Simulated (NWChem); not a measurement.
System: C₂H₄N₂Si; SMILES N#C/N=C\[SiH3]

Excerpt of the output:

```
             Northwest Computational Chemistry Package (NWChem) 7.3.0
             --------------------------------------------------------

 C1  symmetry detected

                             Geometry "geometry" -> ""
                             -------------------------

 Output coordinates in angstroms (scale by  1.889725989 to convert to a.u.)

  No.       Tag          Charge          X              Y              Z
 ---- ---------------- ---------- -------------- -------------- --------------
    1 N                    7.0000    -0.92879119    -2.27849809     0.00003146
    2 C                    6.0000    -0.01750390    -1.55344303    -0.00004134
    3 N                    7.0000     1.09930482    -0.82645062    -0.00003346
    4 C                    6.0000     1.06865265     0.45672686     0.00001626
    5 Si                  14.0000    -0.49572247     1.56296316    -0.00002607
    6 H                    1.0000     2.06285758     0.93412087     0.00016205
    7 H                    1.0000    -1.28611599     1.26262384     1.22779734
    8 H                    1.0000    -0.04461629     2.98264353    -0.00589531
    9 H                    1.0000    -1.29249862     1.25406553    -1.22153453

 Effective nuclear repulsion energy (a.u.)     184.3604365130

                                 NWChem DFT Module
                                 -----------------

 Summary of "ao basis" -> "ao basis" (spherical)
 ------------------------------------------------------------------------------
       Tag                 Description            Shells   Functions and Types
 ---------------- ------------------------------  ------  ---------------------
 N                           6-31g*                  6       14   3s2p1d
 C                           6-31g*                  6       14   3s2p1d
 Si                          6-31g*                  8       18   4s3p1d
 H                           6-31g*                  2        2   2s

            General Information
            -------------------
          SCF calculation type: DFT
          Wavefunction type:  closed shell.
          No. of atoms     :     9
          No. of electrons :    44
           Alpha electrons :    22
            Beta electrons :    22
          Charge           :     0
          Spin multiplicity:     1
          Use of symmetry is: off; symmetry adaption is: off
          Maximum number of iterations: 150
          AO basis - number of functions:    82
                     number of shells:    40
          Convergence on energy requested:  1.00D-06
          Convergence on density requested:  1.00D-05
          Convergence on gradient requested:  5.00D-04

              XC Information
              --------------
                       M06-2X Method XC Functional
                     Hartree-Fock (Exact) Exchange  0.540
                        M06-2X Exchange Functional  1.000
                      M06-2X Correlation Potential  1.000

             Grid Information
             ----------------
          Grid used for XC integration:  xcoarse
          Radial quadrature: Mura-Knowles
          Angular quadrature: Lebedev.
          Tag              B.-S. Rad. Rad. Pts. Rad. Cut. Ang. Pts.
          ---              ---------- --------- --------- ---------
          N                   0.65       21          12.0       194
          C                   0.70       21          10.0       194
          Si                  1.10       42           8.0       194
          H                   0.35       21          11.0       194
          Grid pruning is: on
          Number of quadrature shells:   210
          Spatial weights used:  Erf1

      Superposition of Atomic Density Guess
      -------------------------------------

 Sum of atomic energies:        -474.71822247

      Non-variational initial energy
      ------------------------------

 Total energy =    -476.921583
 1-e energy   =   -1017.275849
 2-e energy   =     355.993830
 HOMO         =      -0.281266
 LUMO         =      -0.068221

     ---------------------------------------------
      Total Density - Mulliken Population Analysis
     ---------------------------------------------

    Atom       Charge   Shell Charges
 -----------   ------   -------------------------------------------------------
    1 N    7     7.93   2.00  0.88  2.47  0.98  1.56  0.03
    2 C    6     5.16   2.00  0.72  1.58  0.32  0.47  0.07
    3 N    7     7.47   2.00  0.83  2.38  0.82  1.40  0.03
    4 C    6     5.87   2.00  0.73  1.64  0.61  0.85  0.04
    5 Si  14    13.63   2.00  2.00  5.97  0.99  1.72  0.30  0.54  0.11
    6 H    1     0.80   0.47  0.33
    7 H    1     1.04   0.46  0.58
    8 H    1     1.06   0.47  0.59
    9 H    1     1.04   0.46  0.58

   convergence    iter        energy       DeltaE   RMS-Dens  Diis-err
 ---------------- ----- ----------------- --------- --------- ---------
 d= 0,ls=0.0,diis     1   -477.2891285135 -6.62D+02  1.84D-02  8.72D-01
 d= 0,ls=0.0,diis     2   -477.1072283260  1.82D-01  1.19D-02  2.63D+00
 d= 0,ls=0.0,diis     3   -477.4198510500 -3.13D-01  1.75D-03  2.00D-02
 d= 0,ls=0.0,diis     4   -477.4210636210 -1.21D-03  8.16D-04  1.37D-02
 d= 0,ls=0.0,diis     5   -477.4221661634 -1.10D-03  3.06D-04  9.46D-04
  Resetting Diis
 d= 0,ls=0.0,diis     6   -477.4222801979 -1.14D-04  1.05D-04  3.68D-05
 d= 0,ls=0.0,diis     7   -477.4222858215 -5.62D-06  4.42D-05  5.19D-06
 d= 0,ls=0.0,diis     8   -477.4222855049  3.17D-07  2.34D-05  7.99D-06
 d= 0,ls=0.0,diis     9   -477.4222865569 -1.05D-06  3.84D-06  3.85D-07
 d= 0,ls=0.0,diis    10   -477.4222865949 -3.80D-08  2.04D-06  2.21D-08

         Total DFT energy =     -477.422286594926
      One electron energy =    -1019.563782676031
           Coulomb energy =      404.642198067467
    Exchange-Corr. energy =      -46.861138499380
 Nuclear repulsion energy =      184.360436513017

 Numeric. integr. density =       44.001370375686

                       DFT Final Molecular Orbital Analysis
                       ------------------------------------

 Vector   20  Occ=2.000000D+00  E=-4.176347D-01
              MO Center= -1.4D-01, -9.0D-01,  2.3D-04, r^2= 3.7D+00
   Bfn.  Coefficient  Atom+Function         Bfn.  Coefficient  Atom+Function
  ----- ------------  ---------------      ----- ------------  ---------------
    18     -0.335785  2 C  py                 3      0.318372  1 N  px
    45     -0.250986  4 C  px                 7      0.187420  1 N  px
     4     -0.178516  1 N  py                48      0.152261  4 C  s
    64     -0.150217  5 Si py                21      0.133506  2 C  px
    49     -0.133223  4 C  px                63      0.132720  5 Si px

 Vector   21  Occ=2.000000D+00  E=-3.731813D-01
              MO Center= -4.5D-02, -1.2D+00,  4.3D-04, r^2= 3.1D+00
   Bfn.  Coefficient  Atom+Function         Bfn.  Coefficient  Atom+Function
  ----- ------------  ---------------      ----- ------------  ---------------
     5      0.388325  1 N  pz                19      0.282559  2 C  pz
    47     -0.274054  4 C  pz                33     -0.250436  3 N  pz
     9      0.241944  1 N  pz                51     -0.193127  4 C  pz
    37     -0.188023  3 N  pz                23      0.173994  2 C  pz
    78      0.090828  7 H  s                 82     -0.090569  9 H  s

 Vector   22  Occ=2.000000D+00  E=-3.362800D-01
              MO Center=  5.0D-01, -8.0D-01,  2.4D-05, r^2= 3.4D+00
   Bfn.  Coefficient  Atom+Function         Bfn.  Coefficient  Atom+Function
  ----- ------------  ---------------      ----- ------------  ---------------
    31      0.355980  3 N  px                35      0.271898  3 N  px
     4      0.265764  1 N  py                34      0.234173  3 N  s
    32     -0.215650  3 N  py                63      0.203586  5 Si px
     8      0.184250  1 N  py                45     -0.173888  4 C  px
    17     -0.172266  2 C  px                36     -0.173086  3 N  py

 Vector   23  Occ=0.000000D+00  E=-5.875431D-02
              MO Center=  5.8D-01, -1.4D-01,  4.0D-05, r^2= 3.3D+00
   Bfn.  Coefficient  Atom+Function         Bfn.  Coefficient  Atom+Function
  ----- ------------  ---------------      ----- ------------  ---------------
    51      0.465345  4 C  pz                47      0.398113  4 C  pz
    37     -0.382290  3 N  pz                33     -0.329971  3 N  pz
    78     -0.274241  7 H  s                 82      0.273336  9 H  s
    69      0.270760  5 Si pz                 5      0.240036  1 N  pz
     9      0.240350  1 N  pz                23     -0.116355  2 C  pz

 Vector   24  Occ=0.000000D+00  E= 3.636902D-02
              MO Center= -6.2D-01,  1.2D+00,  1.0D-04, r^2= 5.3D+00
   Bfn.  Coefficient  Atom+Function         Bfn.  Coefficient  Atom+Function
  ----- ------------  ---------------      ----- ------------  ---------------
    48      0.947084  4 C  s                 67     -0.860137  5 Si px
    68      0.794649  5 Si py                80     -0.364856  8 H  s
    50      0.336388  4 C  py                66     -0.262361  5 Si s
     6      0.244669  1 N  s                 76     -0.227765  6 H  s
     8      0.216071  1 N  py                21      0.204835  2 C  px

 Vector   25  Occ=0.000000D+00  E= 7.046605D-02
              MO Center= -4.4D-01,  1.1D+00,  2.1D-03, r^2= 4.6D+00
   Bfn.  Coefficient  Atom+Function         Bfn.  Coefficient  Atom+Function
  ----- ------------  ---------------      ----- ------------  ---------------
    67      1.063227  5 Si px                80     -0.860885  8 H  s
    68      0.678811  5 Si py                82      0.597186  9 H  s
    78      0.593056  7 H  s                 20     -0.416603  2 C  s
    34      0.361532  3 N  s                 76     -0.300447  6 H  s
    48     -0.293175  4 C  s                 35     -0.268200  3 N  px

     ---------------------------------------------
      Total Density - Mulliken Population Analysis
     ---------------------------------------------

    Atom       Charge   Shell Charges
 -----------   ------   -------------------------------------------------------
    1 N    7     7.30   2.00  0.84  2.22  0.92  1.28  0.04
    2 C    6     5.66   2.00  0.69  2.00  0.25  0.66  0.06
    3 N    7     7.31   2.00  0.80  2.40  0.85  1.23  0.04
    4 C    6     6.17   2.00  0.69  1.95  0.61  0.87  0.05
    5 Si  14    13.61   2.00  2.00  5.97  0.99  1.95  0.24  0.32  0.15
    6 H    1     0.80   0.52  0.27
    7 H    1     1.04   0.49  0.55
    8 H    1     1.06   0.50  0.57
    9 H    1     1.04   0.49  0.55

     -------------------------------------------
      Total Density - Lowdin Population Analysis
     -------------------------------------------

    Atom       Charge   Shell Charges
 -----------   ------   -------------------------------------------------------
    1 N    7     7.10   1.99  0.76  2.07  0.68  1.52  0.07
    2 C    6     6.01   1.98  0.54  1.80  0.36  1.18  0.15
    3 N    7     7.08   1.99  0.69  2.23  0.53  1.55  0.09
    4 C    6     6.15   1.99  0.56  1.78  0.46  1.26  0.10
    5 Si  14    13.75   2.00  1.98  5.89  0.70  1.75  0.39  0.86  0.19
    6 H    1     0.85   0.49  0.35
    7 H    1     1.01   0.48  0.53
    8 H    1     1.03   0.49  0.54
    9 H    1     1.01   0.48  0.53

     Multipole analysis of the density
     ---------------------------------

     L   x y z        total         alpha         beta         nuclear
     -   - - -        -----         -----         ----         -------
     0   0 0 0     -0.000000    -22.000000    -22.000000     44.000000

     1   1 0 0      0.561351      0.280675      0.280675      0.000000
     1   0 1 0      1.582570      0.791285      0.791285      0.000000
     1   0 0 1     -0.000099     -0.000050     -0.000050      0.000000

     2   2 0 0    -28.592991    -72.101685    -72.101685    115.610380
     2   1 1 0     -1.480339      0.603053      0.603053     -2.686445
     2   1 0 1      0.000450     -0.000073     -0.000073      0.000595
     2   0 2 0    -31.657635   -201.503315   -201.503315    371.348994
     2   0 1 1      0.000819     -0.000449     -0.000449      0.001717
     2   0 0 2    -27.288695    -19.000351    -19.000351     10.712006

            General Information
            -------------------
          SCF calculation type: DFT
          Wavefunction type:  closed shell.
          No. of atoms     :     9
          No. of electrons :    44
           Alpha electrons :    22
            Beta electrons :    22
          Charge           :     0
          Spin multiplicity:     1
          Use of symmetry is: off; symmetry adaption is: off
          Maximum number of iterations: 150
          AO basis - number of functions:    82
                     number of shells:    40
          Convergence on energy requested:  1.00D-06
          Convergence on density requested:  1.00D-05
          Convergence on gradient requested:  5.00D-04

              XC Information
              --------------
                       M06-2X Method XC Functional
                     Hartree-Fock (Exact) Exchange  0.540
                        M06-2X Exchange Functional  1.000
                      M06-2X Correlation Potential  1.000

             Grid Information
             ----------------
          Grid used for XC integration:  xcoarse
          Radial quadrature: Mura-Knowles
          Angular quadrature: Lebedev.
          Tag              B.-S. Rad. Rad. Pts. Rad. Cut. Ang. Pts.
          ---              ---------- --------- --------- ---------
          N                   0.65       21          12.0       194
          C                   0.70       21          10.0       194
          Si                  1.10       42           8.0       194
          H                   0.35       21          11.0       194
          Grid pruning is: on
          Number of quadrature shells:   210
          Spatial weights used:  Erf1

          Convergence Information
          -----------------------
          Convergence aids based upon iterative change in
          total energy or number of iterations.
          Levelshifting, if invoked, occurs when the
          HOMO/LUMO gap drops below (HL_TOL):  1.00D-02
          DIIS, if invoked, will attempt to extrapolate
          using up to (NFOCK): 10 stored Fock matrices.

                    Damping( 0%)  Levelshifting(0.5)       DIIS
                  --------------- ------------------- ---------------
          dE  on:    start            ASAP                start
          dE off:    2 iters        150 iters           150 iters

                            NWChem DFT Gradient Module
                            --------------------------

  charge          =   0.00
  wavefunction    = closed shell

                         DFT ENERGY GRADIENTS

    atom               coordinates                        gradient
                 x          y          z           x          y          z
   1 N      -1.755161  -4.305737   0.000059    0.005356   0.003041  -0.000002
   2 C      -0.033078  -2.935582  -0.000078    0.011016   0.003229   0.000001
   3 N       2.077385  -1.561765  -0.000063   -0.019343  -0.001570  -0.000003
   4 C       2.019461   0.863089   0.000031   -0.001047  -0.008291   0.000002
   5 Si     -0.936780   2.953572  -0.000049    0.008294  -0.002129   0.000011
   6 H       3.898236   1.765232   0.000306    0.002867   0.002433   0.000002
   7 H      -2.430407   2.386013   2.320201   -0.004434  -0.001572   0.006510
   8 H      -0.084313   5.636379  -0.011141    0.001775   0.006508  -0.000042
   9 H      -2.442468   2.369840  -2.308366   -0.004485  -0.001650  -0.006479
```

Level: M06-2X/6-31G* (spherical d). Geometry: optimised at PBE0/def2-SVP.

Problem. Write an input that gives this output.

Solution. This is not unique; one that fits is the input that was run:
```
start job
memory heap 200 mb stack 900 mb global 1100 mb
geometry units angstroms noautoz
  N     -0.950558    -2.263485     0.000175
  C     -0.029733    -1.550582     0.000060
  N      1.096621    -0.838468     0.000108
  C      1.082993     0.445003    -0.000584
  Si    -0.466570     1.571893    -0.001890
  H      2.083443     0.909167    -0.000306
  H     -1.261367     1.282769     1.225783
  H      0.003331     2.985461    -0.008383
  H     -1.266887     1.272891    -1.223546
end
basis spherical
  N library 6-31g*
  C library 6-31g*
  Si library 6-31g*
  H library 6-31g*
end
dft
  xc m06-2x
  grid xcoarse
  iterations 150
  mulliken
end
task dft gradient
```
